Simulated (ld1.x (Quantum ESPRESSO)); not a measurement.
## How hard is this Lu (Z = 71) PAW potential?

* Element: Lu
* Generator: ld1.x (Quantum ESPRESSO) 7.5
* Type: PAW
* Functional: PBE
* Relativity: scalar-relativistic
* Frozen core: [Kr] 4d10 4f14
* Valence charge: 11
* Reference configuration: 5s2 5p6 5d2 6s1 6p0
* Partial waves: 5s (bound): rcut 1.85, rcutus 1.95 bohr; 6s (bound): rcut 1.85, rcutus 1.95 bohr; 5p (bound): rcut 1.85, rcutus 2.20 bohr; 6p (bound, empty): rcut 1.85, rcutus 2.20 bohr; 5d (bound): rcut 2.50, rcutus 3.25 bohr; 5d channel at 0.25 Ry: rcut 2.50, rcutus 3.25 bohr
* Local potential: all-electron potential smoothed inside 3.00 bohr (lloc = -2)
* Core correction: Bessel-smoothed model core inside 1.60 bohr
* Augmentation charge: BESSEL, radius 1.90 bohr

The pseudo-atom Hamiltonian at the reference potential is diagonalised in spherical Bessel functions j_l(qr) that vanish at 20 bohr, with q² up to the cutoff. All-electron valence levels (Ry): 5s -4.4148, 6s -0.3259, 5p -2.2606, 6p -0.0965, 5d -0.0989.

Q: How do the lowest levels (Ry) of each channel move with the cutoff, and are there ghosts?

A:

| cutoff (Ry) | s #1 | s #2 | p #1 | p #2 | d #1 | f #1 | f #2 | Σ f·Δε (mRy) |
| --- | --- | --- | --- | --- | --- | --- | --- | --- |
| 8 | -4.3477 | -0.2728 | -2.1768 | -0.0755 | -0.0981 | 0.0869 | 0.2037 | 692.0 |
| 12 | -4.4077 | -0.2985 | -2.2485 | -0.0818 | -0.0988 | 0.0869 | 0.2037 | 114.5 |
| 18 | -4.4142 | -0.3206 | -2.2601 | -0.0900 | -0.0989 | 0.0869 | 0.2037 | 9.7 |
| 21 | -4.4143 | -0.3241 | -2.2601 | -0.0935 | -0.0989 | 0.0869 | 0.2037 | 5.8 |
| 30 | -4.4147 | -0.3259 | -2.2605 | -0.0964 | -0.0989 | 0.0869 | 0.2037 | 0.6 |
| 40 | -4.4148 | -0.3259 | -2.2606 | -0.0965 | -0.0989 | 0.0869 | 0.2037 | 0.3 |
| 400 | -4.4148 | -0.3260 | -2.2606 | -0.0965 | -0.0989 | 0.0869 | 0.2037 | 0.0 |

Result: no extra level below or beside the all-electron valence levels (s, p, d, f tested); 10 mRy is reached at 18 Ry and 1 mRy at 30 Ry.

1 of 7 tests not solved or not reliable.
